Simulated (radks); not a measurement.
The nuclear charge of neutral neodymium is varied continuously with 60 electrons held in [Xe] 4f4 6s2. All-electron calculation, non-relativistic Kohn-Sham, LDA (Slater exchange, Perdew-Wang correlation), spin-unpolarised, spherical densities, point nucleus; relativity is left out, which matters for an element this heavy. Program: a radial shooting solver on a logarithmic mesh with Libxc functionals. By the Hellmann-Feynman theorem dE/dZ = E(electron-nucleus)/Z, the electronic potential at the nucleus.

\begin{tabular}{lrrrrr}
Z & E (hartree) & E(electron-nucleus)/Z (hartree) & HOMO & e(HOMO) (eV) & <r> HOMO (bohr) \\ \hline
59.75 & -9188.8580 & -364.710 & 4f & -1.718 & 1.085 \\
60 & -9280.2866 & -366.717 & 6s & -3.425 & 4.603 \\
60.25 & -9372.2160 & -368.717 & 6s & -4.811 & 4.355 \\
60.5 & -9464.6447 & -370.711 & 6s & -6.308 & 4.146 \\
60.75 & -9557.5714 & -372.701 & 6s & -7.907 & 3.968 \\
61 & -9650.9950 & -374.687 & 6s & -9.599 & 3.812 \\
\end{tabular}

The central difference of E at Z = 60 is -366.716 hartree, to compare with the third column; the second derivative is -8.01 hartree.
